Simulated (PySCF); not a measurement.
C₄H₅FO, SMILES F[C@@H]1C(CC1)=O.

The structure is a stationary point at ωB97X-D3(BJ)/def2-SVP. The structure was generated by enumeration; whether it is a known compound was not checked.

Calculation: PBE/def2-TZVP (PySCF).

The molecule is in vacuum.

Computed frontier levels, gap, dipole moment and polarisability:
```
Quantity                                                                                                       Result
---------------------------------------------------------------------------------------------  ----------------------
highest occupied level                                                                                       -5.92 eV
lowest empty level                                                                                           -2.29 eV
orbital gap                                                                                                   3.62 eV
dipole moment                                                                                                  3.44 D
quadrupole, principal values (traceless, Buckingham form, about the centre of nuclear charge)  -5.81, -0.16, 5.97 D·Å
mean static polarisability                                                                       49.3 bohr³ (7.30 Å³)
polarisability, principal values                                                               40.8, 51.4, 55.6 bohr³
```
